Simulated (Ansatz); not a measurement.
Basis-set extrapolation for C2HF5 (`FC(F)C(F)(F)F`) (PBE0-D4/def2-TZVP geometry, frozen core, the Gaussian-basis code of Ansatz). Multiplicity 1, RHF reference.

```csv
,def2-TZVPP,def2-QZVPP
HF,-573.772053,-573.796676
MP2 correlation,-1.551236,-1.693679
CCSD(T) correlation,-1.610261,not run
```

Energies in hartree. Use E(X) = E(∞) + A·exp(−7.88·√X) for Hartree–Fock and E(X) = E(∞) + B·X^(−2.97) for correlation, with X = 3 and 4, and add CCSD(T) minus MP2 of the smaller set to the MP2 limit.

Q: What is the CCSD(T) energy at the basis-set limit?

A: HF limit: -573.796676 + (-0.024623) × 0.13774 = -573.80007. MP2 limit: -1.693679 + (-0.142443) × 0.74074 = -1.79919. Higher-order term: -1.610261 − (-1.551236) = -0.05902. Total: -575.65828 hartree, 724.5 kJ/mol below CCSD(T)/def2-TZVPP.
